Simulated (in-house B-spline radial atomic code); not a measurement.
Hg²⁺. Computed with a B-spline radial atomic code. Model: non-relativistic spherical atom: semilocal Troullier-Martins pseudo-atom, one channel per l, against all electrons, high spin, G0W0 and RPA with empty states to l = 8, local potential for every l without a channel, a model core (radius 0 = none) keeps its share of the functional.

The core holds an angular momentum without a channel of its own, so the local potential lets valence electrons into it.

Without relativity these are model numbers for so heavy an element.

What the tables leave out is listed at the end.

The pseudopotential gives back the lowest level of each angular momentum of its own functional in the configuration it was made in; a second state of the same l is only approximately right. Exact exchange, RPA and GW see the smooth pseudo-orbitals and miss the exchange with the core, for which the functional's share stands in. The column with an uncorrelated core keeps all orbitals and exact exchange, and so separates missing core correlation from pseudisation. Only the three outermost levels and the lowest empty one were computed. RPA here is direct RPA, with no exchange kernel, and its energies carry an (l + 1/2)⁻⁴ tail. A hybrid on a potential with a model core restores only its own semilocal share of the core's exchange.

Command:
```bash
python run_psgw.py task.json out
```
Settings (lengths in bohr, energies in hartree):
```
Z                      80
electrons              78
configuration          [Xe] 4f14 5d10
generated_in           [Xe] 4f14 5d10 6s2
functional             pbe,pbe
core_shells            11
radius_factor          0.9
core_correction        True
```

Cost of the run: 39 s on 1 thread of Arm Neoverse N1, with other jobs on the host.

Given: made with PBE; model core radius 0.772 bohr; local radius 1.084 bohr; mean-field start PBE.

Valence shells of the generating configuration: 5p, 5d, 6s.

Channel: s 2.282, p 0.873, d 1.036 (radii in bohr).

Computed: largest level miss in the spin-unpolarised generating configuration 0.002 eV; valence RPA correlation energy all-electron orbitals -0.89427 hartree; all-electron RPA polarisability, core included 6.5553 bohr³; pseudo-atom RPA polarisability 6.7519 bohr³.

```tsv
level	occupied	mean-field all-electron (eV)	mean-field pseudo minus all (eV)	G0W0 all-electron (eV)	G0W0 uncorrelated core minus all (eV)	G0W0 pseudo minus all (eV)	exchange self-energy all-electron (eV)	exchange self-energy pseudo (eV)
5d	1	-29.593	0.057	-36.65	0.121	0.973	-36.406	-28.755
6s (empty)	0	-19.899	-0.042	-16.189	0.052	-1.243	-4.4805	-4.7749
```

(1) What is the valence RPA correlation energy pseudo?

Given: mean-field start PBE0.

Computed: valence RPA correlation energy pseudo -1.1838 hartree; all-electron RPA polarisability, core included 5.8638 bohr³; pseudo-atom RPA polarisability 6.1633 bohr³.

| level | occupied | mean-field all-electron (eV) | mean-field pseudo minus all (eV) | G0W0 all-electron (eV) | G0W0 uncorrelated core minus all (eV) | G0W0 pseudo minus all (eV) | exchange self-energy all-electron (eV) | exchange self-energy pseudo (eV) |
| --- | --- | --- | --- | --- | --- | --- | --- | --- |
| 5d | 1 | -31.604 | 0.247 | -36.723 | 0.129 | 0.836 | -36.539 | -28.753 |
| 6s (empty) | 0 | -18.532 | -0.658 | -16.02 | 0.05 | -1.368 | -4.1855 | -5.0133 |

(2) What is the valence RPA correlation energy all-electron orbitals?

## Answers

(1) -1.2433 hartree.

(2) -0.85201 hartree.

Among the listed levels the largest G0W0 shift of the pseudo-atom is -1.37 eV, for 6s (empty) on the PBE0 start, while leaving the core uncorrelated moves that level by +0.05 eV. So pseudisation and the lost core exchange, not the missing core correlation, make the error. Not in the tables (levels of low weight, unsolved or above zero; the highest and the empty levels are kept at any weight): on PBE the G0W0 levels 5p (pseudo minus all +6.65 eV, weights 0.09 and 0.16); on PBE0 the G0W0 levels 5p (pseudo minus all +2.42 eV, weights 0.27 and 0.39); no Hartree-Fock pseudo-atom is run with a model core.
